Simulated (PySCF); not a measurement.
Ionisation energy along the 8-electron series

Calculated with PySCF 2.14 and a two-component X2C-1e Hamiltonian (Gaussian nucleus, no Breit or QED terms), each ion in its own even-tempered basis scaled to its charge; GMP2 freezes nothing and drops the highest virtual spinors. Values in eV. NIST values: (m) measured, (s) semi-empirical, (t) theoretical.

```json
{"ion": "Cr¹⁶⁺", "configuration": "[He] 2s2 2p4", "GHF (spin-free)": "1183.1", "GMP2 (spin-free)": "1184.6", "NIST": "1188 ± 2.1 (s)"}
{"ion": "Mn¹⁷⁺", "configuration": "[He] 2s2 2p4", "GHF (spin-free)": "1314.9", "GMP2 (spin-free)": "1316.4", "NIST": "1320.3 ± 2.5 (s)"}
{"ion": "Fe¹⁸⁺", "configuration": "[He] 2s2 2p4", "GHF (spin-free)": "1453.6", "GMP2 (spin-free)": "1455.1", "NIST": "1460 ± 3 (s)"}
```

Between Z = 24 and Z = 26 the GMP2 (spin-free) value grows as Z to the power 2.57.
